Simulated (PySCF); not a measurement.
# Si 2p3/2 core levels and what the atom is bonded to

Gas-phase molecules, one conformer each, relaxed by PBE0-D3(BJ)/def2-SVP with no frequency check. Core levels by delta-SCF with SCAN, pcX-2 on the ionised atom and pcseg-1 elsewhere, spin-free X2C (2p3/2 is the spin-free 2p value less a third of a first-order spin-orbit splitting); energies from the vacuum level.

| structure (SMILES) | Si bonded to | mean electronegativity of these (Pauling) | Si 2p3/2 (eV) |
| --- | --- | --- | --- |
| [OH][Ge]([SiH3])([Cl])[CH2][SiH3] | 1 Ge + 3 H | 2.15 | 106.93 |
| Cl[SiH2]B1OBOBO1 | 1 B + 1 Cl + 2 H | 2.40 | 107.66 |
| C[Si](F)([SiH3])[SiH3] | 1 C + 1 F + 2 Si | 2.58 | 107.12 |
| O[Si](O)([SiH3])[SiH3] | 2 O + 2 Si | 2.67 | 107.29 |
| N[Si](F)([SiH3])[SiH3] | 1 F + 1 N + 2 Si | 2.71 | ? |
| O[Si]([GeH3])([GeH3])[O][GeH3] | 2 Ge + 2 O | 2.72 | 107.17 |
| [SiH3]N[Si]([SiH3])(Cl)Cl | 2 Cl + 1 N + 1 Si | 2.81 | 108.32 |
| C[SiH](O[SiH3])O[SiH3] | 1 C + 2 O + 1 H | 2.91 | 107.66 |
| O[Si](F)(P[SiH3])S[SiH3] | 1 F + 1 O + 1 P + 1 S | 3.05 | 108.35 |

Q: Fit a straight line to the complete rows and predict the core level of Si in N[Si](F)([SiH3])[SiH3], bonded to 1 F + 1 N + 2 Si.

A: E = 104.084 + 1.307·χ (8 points, rms 0.36 eV, correlation 0.694). At 2.71 this gives 107.63 eV; the calculation itself gave 107.29 eV, so the fit is off by 0.34. The points scatter widely, so the line says little.

For scale, for N[Si](F)([SiH3])[SiH3]: hardware: 1 thread of Arm Neoverse N1 (aarch64), shared host; wall time 64 s, peak memory 0.44 GiB, launched as `OMP_NUM_THREADS=1 python cluster_run.py task.json out`.
